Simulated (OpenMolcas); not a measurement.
# neutral vanadium: effect of the basis set

* Program: OpenMolcas
* Method: SS-CASPT2, IPEA 0.25 Eh, imaginary shift 0.1 Eh (closed shells correlated: 3s 3p 4s)
* Active space: 3 electrons in 5 orbitals (3d)
* State averaging: 2S+1 = 4 even, 10 roots; 2S+1 = 2 even, 40 roots
* Spin-orbit coupling: RASSI with atomic mean-field integrals over the reference wave functions, term energies averaged over their components

A. ANO-R1 [5s3p3d1f], X2C, finite nucleus; CASPT2 step of the order of 8 core-seconds
B. ANO-RCC-VTZP [6s5p3d2f1g], DKH2, point nucleus; CASPT2 step about 11 core-seconds
C. ANO-L-VTZP [6s5p3d2f1g], non-relativistic, point nucleus; CASPT2 step of the order of 9 core-seconds
D. ANO-R2 [6s4p4d2f1g], X2C, finite nucleus; CASPT2 step roughly 13 core-seconds
E. ANO-RCC-VQZP [7s6p4d3f2g1h], DKH2, point nucleus; CASPT2 step roughly 30 core-seconds
F. ANO-R3 [7s5p5d3f2g1h], X2C, finite nucleus; CASPT2 step about 30 core-seconds

Energies in cm-1 above 3d3 4s2 4F 3/2, the measured ground level; measured values from NIST Handbook of Basic Atomic Spectroscopic Data.

| Level | A | B | C | D | E | F | Measured |
| --- | --- | --- | --- | --- | --- | --- | --- |
| 3d3 4s2 4F 3/2 | 0.0 | 0.0 | 0.0 | 0.0 | 0.0 | 0.0 | 0.0 |
| 3d3 4s2 4F 5/2 | 147 | 147 | 152 | 146 | 148 | 148 | 137 |
| 3d3 4s2 4F 7/2 | 349 | 349 | 359 | 345 | 351 | 351 | 323 |
| 3d3 4s2 4F 9/2 | 602 | 602 | 619 | 593 | 604 | 604 | 553 |
| 3d3 4s2 2G 7/2 | 11170 | 10310 | 10710 | 9980 | 9750 | 10050 |  |
| 3d3 4s2 4P 1/2 | 11380 | 11150 | 11490 | 10790 | 10880 | 11190 | 9545 |
| 3d3 4s2 2G 9/2 | 11390 | 10520 | 10930 | 10200 | 9970 | 10260 |  |
| 3d3 4s2 4P 3/2 | 11450 | 11210 | 11560 | 10860 | 10940 | 11250 | 9637 |
| 3d3 4s2 4P 5/2 | 11610 | 11380 | 11730 | 11020 | 11110 | 11420 | 9825 |
| 3d3 4s2 2D 3/2(1) | 15090 | 14330 | 14840 | 13950 | 13770 | 14070 |  |
| 3d3 4s2 2D 5/2(1) | 15440 | 14730 | 15250 | 14340 | 14190 | 14470 |  |
| 3d3 4s2 2P 1/2 | 16090 | 14900 | 15430 | 14620 | 14270 | 14650 |  |
| 3d3 4s2 2H 9/2 | 16210 | 15100 | 15530 | 14760 | 14550 | 14770 |  |
| 3d3 4s2 2P 3/2 | 16370 | 15240 | 15770 | 14930 | 14630 | 14990 |  |
| 3d3 4s2 2H 11/2 | 16380 | 15270 | 15700 | 14930 | 14720 | 14940 |  |
| 3d3 4s2 2F 7/2 | 26870 | 25580 | 26180 | 25140 | 24910 | 25180 |  |
| 3d3 4s2 2F 5/2 | 26960 | 25670 | 26270 | 25230 | 25010 | 25270 |  |
| 3d3 4s2 2D 5/2(2) | 41440 | 40110 | 41000 | 39490 | 39220 | 39450 |  |
| 3d3 4s2 2D 3/2(2) | 41550 | 40220 | 41110 | 39600 | 39330 | 39560 |  |

Deviations, from unrounded energies. A percentage is the sum of absolute deviations over the sum of measured energies, with the sign that they share, or ± where signs differ.

```
                        Against measurement  Levels      A      B      C      D      E      F
             mean absolute deviation (cm-1)       6    920    800    980    620    670    820
      fine structure of the ground term (%)       3   +8.3   +8.4  +11.4   +6.9   +8.9   +8.9
other terms of the ground configuration (%)       3  +18.7  +16.3  +19.9  +12.6  +13.5  +16.8
```

D lies closest to measurement on these levels and C furthest from it. The largest miss of D in the table is 3d3 4s2 4P 1/2, by +1200 cm-1. The ranking rests on the paired levels alone, and a cruder setting can come out closer through cancelling errors.

The two smallest mean deviations differ by little beside CASPT2's spread within terms, so their order carries little weight.

Among A to F the level of the table that moves most is 3d3 4s2 2D 5/2(2), by 2200 cm-1 (lowest in E, highest in A). Moves below CASPT2's spread within the term are not significant.

Term energies are means over components that CASPT2 splits; among the terms shown or strongly mixed into the levels shown the widest spread is 1300 cm-1 (3d3 4s2 4F, D). With the s shell closed, the reference lacks s² → p², s² → d² and s → d mixing, so excited terms can stand far too high and out of order, with CASPT2 too. The CASPT2 spread within a term exceeds the gap to the next term for 3d3 4s2 2P and 3d3 4s2 2H, so the order of their levels is uncertain (figures for A; the like holds for B, C, D, E, F). Some terms miss by over 15 % even with CASPT2, which points to a basis or an active space too small for the shells correlated (holds for A; B; C; F). Measured partners are found by configuration, term and J. A level has none where our copy of the source lacks it or the pairing is in doubt (some pairs that miss far off the trend of their configuration count as doubtful), and it then counts in no deviation. Levels of configurations outside the active space are missing.

A number in round brackets counts repeated terms of one configuration in the order of the reference energies.
